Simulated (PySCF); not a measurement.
Cs(I) cation (CsI), SMILES [I][Cs] (connectivity only; charge and spin as stated), charge +1, multiplicity 2.

Coordinates come from a B3LYP-D3(BJ)/def2-TZVPD optimisation. The multiplicity is an assumed one; other spin states were not compared. The def2 effective core potentials stand for the cores of Cs, I; spin–orbit coupling is left out.

Method: PySCF with B3LYP-D3(BJ)/def2-TZVPD.

Frequencies are harmonic and unscaled.

```tsv
mode	ν (cm⁻¹)	IR (km/mol)	moving atoms (share of kinetic energy)
1	34	5.6	I 51 %, Cs 49 %
```
